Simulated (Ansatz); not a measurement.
Ligand exchange: C4H9Br + GeH3I → C4H9I + GeH3Br

Species: C4H9Br (2-bromo-2-methylpropane) `CC(C)(C)Br`, singlet; GeH3I `[GeH3][I]`, singlet; C4H9I (tert-butyl iodide) `CC(C)(C)I`, singlet; GeH3Br `[GeH3][Br]`, singlet. The partners trade Br for I: C–Br and Ge–I bonds give way to C–I and Ge–Br.

Shapes, held fixed at every level: PBE0-D4/def2-TZVP. Programs: Ansatz 0.2.0. The zero-point and thermal change to 298 K, harmonic and unscaled (PBE0-D4/def2-TZVP), is -0.2 kJ/mol.

```tsv
level	kind	ΔH(298 K) (kJ/mol)	less CCSD(T)/def2-TZVPP
HF/def2-TZVPP	Hartree–Fock	+4.1	+7.0
r2SCAN-D4/def2-TZVPP	meta-GGA	+0.9	+3.8
B3LYP-D4/def2-TZVPP	global hybrid	-0.7	+2.2
BHLYP-D4/def2-TZVPP	global hybrid	+0.6	+3.5
r2SCAN0-D4/def2-TZVPP	global hybrid	+2.2	+5.1
B2PLYP/def2-TZVPP	double hybrid	-0.4	+2.5
CCSD(T)/def2-SVP	coupled cluster or CI	+1.6	+4.5
CCSD(T)/def2-TZVPP	coupled cluster or CI	-2.9	0.0
```

The highest level, CCSD(T)/def2-TZVPP, gives ΔH(298 K) = -2.9 kJ/mol; the levels span -2.9 to +4.1. That is about zero within the method's error. They disagree on the sign: 5 of 8 are positive. The column of differences is taken from that level and isn't an error. No measured value is set beside it here. For atoms past krypton def2 sets carry core potentials with scalar relativity. Relativity is left out for Br, Ge. Outer-core shells of Br, Ge, I are correlated, in sets that cover them unevenly.
